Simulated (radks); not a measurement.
Values are calculated unless marked as measured or tabulated.
Excited configurations of Pd+: one electron is placed in a higher orbital outside [Kr] 4d8. The ground configuration is [Kr] 4d9. Code: a radial shooting solver on a logarithmic mesh with Libxc functionals. Model: Dirac Kohn-Sham, PBE, spin-unpolarised, spherical densities, point nucleus; open shells are shared between the two j in proportion to 2j + 1. Excitation = E - E(ground); binding = E(ion) - E, where the ion is the core of charge +2; n* = 2/sqrt(2 binding) in atomic units, and the quantum defect is n - n*. Eigenvalue and <r> are those of j = l + 1/2.

outer orbital,excitation (eV),binding (eV),n*,quantum defect,eigenvalue (eV),<r> (bohr)
4f,17.304,3.515,3.935,0.065,-2.488,8.617
5s,4.525,16.294,1.828,3.172,-12.452,2.782
5p,9.835,10.984,2.226,2.774,-7.864,3.549
5d,15.104,5.715,3.086,1.914,-4.097,5.879
5f,18.438,2.381,4.781,0.219,-1.798,14.64
6s,14.132,6.687,2.853,3.147,-5.267,6.340
6p,15.543,5.276,3.212,2.788,-4.084,7.637
6f,19.116,1.703,5.653,0.347,-1.333,22.01
7s,17.049,3.770,3.800,3.200,-3.005,11.24
7p,17.676,3.143,4.161,2.839,-2.493,13.06
7d,18.556,2.263,4.904,2.096,-1.791,17.44

The Delta-SCF ionisation energy is 20.819 eV (NIST Atomic Spectra Database: 19.4 eV, semi-empirical). Self-interaction in the functional shifts the binding energies and quantum defects, so they are the method's values and not measured ones. Spin polarisation and multiplet splitting are left out, so open shells lie too high by an amount that depends on their filling. Sharing an open shell by 2j + 1 raises it above the true ground level by a part of the spin-orbit splitting, which enters the differences from NIST.

Beside tabulated values, note that spin-unpolarised runs miss the spin-polarisation part of the exchange energy of open shells.
